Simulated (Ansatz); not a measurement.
`CC(C)S[SiH3]` + `OB(O)F` → `COB(O)F` + `CCS[SiH3]`  (substitution at a C–C bond)

Isolated molecules relaxed with PBE0-D4/def2-TZVP in Ansatz; ΔE leaves out vibrations. CCSD(T)/CBS adds triple-zeta CCSD(T) − MP2 to the extrapolated MP2 energy (def2 sets, frozen cores). This one scheme is used for every species. DFT in def2-TZVPP. One conformer a species, not always the lowest.

`CC(C)S[SiH3]`:

Cartesian coordinates in Å:
```
C -0.806 0.036 -1.214
C -0.464 0.326 0.234
C -1.084 1.625 0.716
S 1.352 0.459 0.501
Si 1.944 -1.571 0.310
H -0.434 0.833 -1.862
H -1.892 -0.028 -1.337
H -0.373 -0.905 -1.556
H -0.813 -0.493 0.870
H -2.170 1.586 0.598
H -0.857 1.810 1.767
H -0.711 2.471 0.132
H 3.366 -1.621 0.729
H 1.827 -2.092 -1.079
H 1.113 -2.435 1.192
```

`OB(O)F`:

```xyz
6

O     0.228    0.726    0.812
B     0.156   -0.142   -0.233
O    -1.001   -0.757   -0.565
F     1.238   -0.412   -0.964
H     1.106    1.091    0.940
H    -1.727   -0.507    0.010
```

`COB(O)F`:

Z-matrix (Å, degrees):
```
C
O 1 1.414
H 1 1.092 2 108.7
H 1 1.092 2 108.8 3 -118.3
H 1 1.091 2 111.8 3 120.8
B 2 1.344 1 122.2 3 -121.5
F 6 1.336 2 117.4 1 -180.0
O 6 1.361 2 122.7 1 0.0
H 8 0.959 6 112.6 2 180.0
```

`CCS[SiH3]`:

Cartesian coordinates in Å:
```
C -1.825 0.717 0.779
C -0.564 0.454 -0.020
S 0.362 -0.929 0.734
Si 2.006 -1.012 -0.606
H -2.471 -0.162 0.793
H -2.384 1.545 0.336
H -1.587 0.980 1.812
H 0.077 1.338 -0.033
H -0.808 0.192 -1.051
H 2.885 -2.106 -0.128
H 1.555 -1.291 -1.997
H 2.755 0.275 -0.619
```

| level | ΔE (eV) |
| --- | --- |
| B2PLYP | 0.57 |
| CCSD/CBS(def2) | 0.64 |

**Question.** What does CCSD(T)/CBS give? (Best estimate.)

**Answer.** Ansatz gave: +0.67 eV. The listed levels differ from it by -0.10, -0.03 eV.

Largest T1 diagnostic among the species: 0.012.

In def2-TZVPP, CCSD(T) changes the Hartree–Fock value by +0.20 eV (the triples alone add +0.03 eV) and MP2 by +0.28 eV. The D4 term adds +0.08 eV with B3LYP and +0.04 eV with PBE0; it sums over pairs of atoms, weighted by their polarisabilities, and B3LYP, whose exchange is more repulsive, gets the larger term.

B3LYP here is the variant with VWN-RPA as its local correlation; programs differ in this.
